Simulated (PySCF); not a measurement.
# Dipole polarisabilities along the 5p block, charge +2

Calculated with PySCF 2.14 for the ground configurations, without spin-orbit coupling: coupled response for Hartree-Fock and DFT. Mean α in bohr³, C₆ of like pairs in atomic units.

```json
{"species": "In²⁺ [Kr] 4d10 5s1 (aug-cc-pVQZ-PP with one added diffuse shell each of s, p, d, f, g type with ECP28MDF, ECP)", "α UHF": "17.49", "α PBE": "13.07", "α PBE0": "13.85", "C₆ UHF": "78.23", "C₆ PBE": "59.21", "C₆ PBE0": "62.23"}
{"species": "Sn²⁺ [Kr] 4d10 5s2 (aug-cc-pVQZ-PP with one added diffuse shell each of s, p, d, f, g type with ECP28MDF, ECP)", "α UHF": "17.77", "α PBE": "14.63", "α PBE0": "15.35", "C₆ UHF": "98.75", "C₆ PBE": "78.90", "C₆ PBE0": "83.25"}
{"species": "Sb²⁺ [Kr] 4d10 5s2 5p1 (aug-cc-pVQZ-PP with one added diffuse shell each of s, p, d, f, g type with ECP28MDF, ECP)", "α UHF": "16.93", "α PBE": "15.53", "α PBE0": "15.78", "C₆ UHF": "105.1", "C₆ PBE": "94.69", "C₆ PBE0": "96.55"}
{"species": "Te²⁺ [Kr] 4d10 5s2 5p2 (aug-cc-pVQZ-PP with one added diffuse shell each of s, p, d, f, g type with ECP28MDF, ECP)", "α UHF": "15.51", "α PBE": "14.88", "α PBE0": "14.93", "C₆ UHF": "102.1", "C₆ PBE": "97.11", "C₆ PBE0": "97.52"}
{"species": "Xe²⁺ [Kr] 4d10 5s2 5p4 (aug-cc-pVQZ-PP with one added diffuse shell each of s, p, d, f, g type with ECP28MDF, ECP)", "α UHF": "12.80", "α PBE": "12.86", "α PBE0": "12.76", "C₆ UHF": "90.05", "C₆ PBE": "90.52", "C₆ PBE0": "89.64"}
```

Problem. Fill in the row of I²⁺ [Kr] 4d10 5s2 5p3 (aug-cc-pVQZ-PP with one added diffuse shell each of s, p, d, f, g type with ECP28MDF, ECP).

Solution. α UHF 14.03; α PBE 13.77; α PBE0 13.73; C₆ UHF 96.23; C₆ PBE 94.22; C₆ PBE0 93.84.
